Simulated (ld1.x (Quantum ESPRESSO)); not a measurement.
Results of a calculation; reference values are marked as such.
Potentials for silicon compared

Generated with ld1.x 7.5 (TM, RRKJ, ultrasoft, PAW), atompaw 4.2 or ONCVPSP 4.0.1. The cutoff is in Ry: for ld1.x and atompaw files where the sum of valence levels is converged to 10 mRy in a Bessel basis, for ONCV files where the hardest occupied wave has 1 mHa per electron of residual kinetic energy. The error is the largest all-electron minus pseudo excitation energy over each file’s own four to seven test configurations (ionisations up to +4, promotions, holes and added fractions of an electron), all of which were solved. The labels leave out finer settings (local radius, basis sizes, second energies), which also bear on the numbers. Spin-polarised tests are not counted. The rows are a selection from randomly drawn settings: files with unsolved tests, undetermined cutoffs or missed reference levels are left out.

```tsv
potential	cutoff (Ry)	largest error (meV)	bound ghosts
ultrasoft, PBEsol, scalar-relativistic, rc 2.00/1.75 (sp), local smoothed, core correction yes, reference 3s2 3p0	6	+11	none
ultrasoft, PBEsol, scalar-relativistic, rc 2.00/1.80 (sp), local smoothed, core correction yes, reference 3s2 3p2	6	-21	none
ultrasoft, PBEsol, scalar-relativistic, rc 1.75/2.25/1.70 (spd), local smoothed, core correction no, reference 3s2 3p2	12	+67	none
TM, LDA (PZ), non-relativistic, rc 1.50/1.70 (sp), local s, core correction yes, reference 3s2 3p2	18	+54	none
```

**Question.** Fill in the row for Si: PAW, PBE, scalar-relativistic, rc 2.05/1.90 (sp), local smoothed, core correction yes, reference 3s2 3p2.

**Answer.** cutoff 6 Ry, largest error -52 meV, bound ghosts: none.

**Question.** Fill in the row for Si: TM, PBE, non-relativistic, rc 1.80/2.20 (sp), local s, core correction yes, reference 3s1.5 3p2.5.

**Answer.** cutoff 15 Ry, largest error +3.0 meV, bound ghosts: none.

**Question.** Fill in the row for Si: TM semilocal, LDA (PZ), non-relativistic, rc 1.95/1.95/2.10 (spd), local d, core correction yes, reference 3s2 3p2.

**Answer.** cutoff 15 Ry, largest error +62 meV, bound ghosts: none.
